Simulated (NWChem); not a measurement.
# C3H7Cl; SMILES CC(C)Cl

Computed with NWChem. The level has its own optimisation; frequencies are unscaled. Brackets give each atom's bonded neighbours.

Task: Estimate the computed values for Hartree-Fock/STO-3G. Quantities: r C–C (Å); r C–Cl (Å); r C–H [C(CCClH)–H(C)] (Å); highest harmonic frequency (cm⁻¹); lowest (cm⁻¹); zero-point energy (kcal/mol); dipole (D).

Result: 
```yaml
r C–C (Å): 1.542
r C–Cl (Å): 1.830
r C–H [C(CCClH)–H(C)] (Å): 1.092
highest harmonic frequency (cm⁻¹): 3768
lowest (cm⁻¹): 238
zero-point energy (kcal/mol): 70.8
dipole (D): 2.68
```
